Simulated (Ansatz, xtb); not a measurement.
Isomers of FGaH4OS in order of energy

4 gas-phase structures of FGaH4OS, found in a search over its isomers (lower ones may exist). Each was relaxed with GFN2-xTB:

A. `O[SH+][GaH2-][F]`, a singlet
B. a singlet given by its coordinates
C. `[OH][Ga@H-]([F])[SH2+]`, a singlet
D. a singlet given by its coordinates

D (Å):

```xyz
8

F     0.4926   -0.3546    0.9385
Ga    0.8606    0.5832   -0.5362
O    -1.2559    1.1697   -0.4315
S     2.0213    2.4360   -0.1198
H    -1.7380    2.0040   -0.4181
H    -1.6004    0.5889    0.2604
H     0.7168   -0.2948   -1.7725
H     2.2407    1.9991    1.1150
```

Close contacts (Å): F1–Ga2 1.79, Ga2–O3 2.20, Ga2–S4 2.23, Ga2–H7 1.52, O3–H5 0.96, O3–H6 0.97, S4–H8 1.33.

B (Å):

```xyz
8

F    -1.8712   -0.3248   -0.4671
Ga   -0.1855   -0.8257   -0.5820
O     0.0885    0.9707    0.6356
S     1.1019    2.0787    1.4239
H     1.5072    2.7255    0.3169
H     0.5122   -0.3936   -1.8814
H    -0.8438    1.2220    0.7534
H     0.2088   -1.9730    0.3529
```

Close contacts (Å): F1–Ga2 1.76, Ga2–O3 2.19, O3–S4 1.70, Ga2–H6 1.54, Ga2–H8 1.53, O3–H7 0.97, S4–H5 1.34.

Problem. Estimate their order in r2SCAN-D4/def2-SVP energy at these geometries, lowest first.

Solution. Calculated order at r2SCAN-D4/def2-SVP: D (0.000), C (0.687), B (2.544), A (2.613) eV.

Energies above the lowest of each column, in eV; the last columns are at B3LYP-D3(BJ)/6-311G** geometries and were run for some of them only (a dash: not run or not comparable):

```csv
structure,GFN2-xTB,HF/STO-3G,r2SCAN-D4/def2-SVP,B3LYP-D3(BJ)/6-311G**,CCSD(T)/def2-SVP + ΔMP2/def2-TZVPP
D,0.000,0.000,0.000,0.000,0.000
C,0.155,0.749,0.687,0.720,0.590
B,1.784,1.483,2.544,2.529,2.506
A,1.895,2.100,2.613,–,–
```

Every level run on D puts it lowest or level with the lowest. Some further structures that were screened fall inside this span and aren't listed. Flexible structures stand in one conformer each, not always the lowest. Frequencies (B3LYP-D3(BJ)/6-311G**) were run for B, C, D alone. ΔMP2 is the change of the MP2 energy from the smaller to the larger basis.

Over these structures GFN2-xTB departs from r2SCAN-D4/def2-SVP by 0.251 eV on average once a common shift is removed. A GFN2-xTB relaxation took about 0.76 s and the r2SCAN-D4/def2-SVP energy about 3.9 s on a shared host (Ansatz 0.2.0, xtb 6.7.1 (Pople sets with spherical d functions)).
